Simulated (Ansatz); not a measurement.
Species: H4AlNS2, SMILES `[NH2][Al]([SH])[SH]` (S–Al–S–H torsion -16°, S–Al–S–H torsion -17°) (charge 0, multiplicity 1), formula H$_{4}$AlNS$_{2}$.

Question: How many basis functions does Ansatz (a quantum-chemistry and plane-wave program) with frozen-core CCSD(T)/cc-pVTZ // PBE-D3(BJ)/def2-TZVP use, how many core orbitals are frozen, and how many electrons are correlated?

Answer: 188 basis functions and 16 frozen orbitals, which leaves 24 correlated electrons. Core time is of the order of minutes.
